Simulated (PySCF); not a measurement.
C₈H₁₀. Atoms are numbered in the order given.

```xyz
18

C      2.9188     0.1190     0.0892
C      1.4205     0.0412     0.0336
C      0.7019     0.6380    -1.0081
C     -0.6891     0.5903    -1.0453
C     -1.4197    -0.0561    -0.0424
C     -2.9207    -0.0812    -0.0664
C     -0.7009    -0.6593     0.9952
C      0.6902    -0.6117     1.0324
H      3.3590     0.1558    -0.9181
H      3.2488     1.0265     0.6226
H      3.3487    -0.7440     0.6184
H      1.2436     1.1462    -1.8113
H     -1.2206     1.0618    -1.8771
H     -3.3173    -0.9850     0.4190
H     -3.3401     0.7873     0.4691
H     -3.3088    -0.0477    -1.0949
H     -1.2417    -1.1832     1.7888
H      1.2225    -1.0988     1.8546
```

The structure is a stationary point at PBE0-D3(BJ)/def2-SVP.

The numbers are results of PBE/def2-SVP (PySCF), not measurements.

Gas-phase values at a fixed geometry.

Problem. Estimate the frontier levels, gap, dipole moment and polarisability. (The exact figures need the calculation; the answer reports its results.)

Solution. 
```yaml
highest_occupied_level: -5.60 eV
lowest_empty_level: -0.87 eV
orbital_gap: 4.73 eV
dipole_moment: 0.026 e·Å
quadrupole, principal values (traceless, Buckingham form, about the centre of nuclear charge): -6.69, 1.91, 4.78 D·Å
mean_static_polarisability: 85.8 bohr³ (12.72 Å³)
polarisability_principal_values: 47.8, 90.5, 119.3 bohr³
```
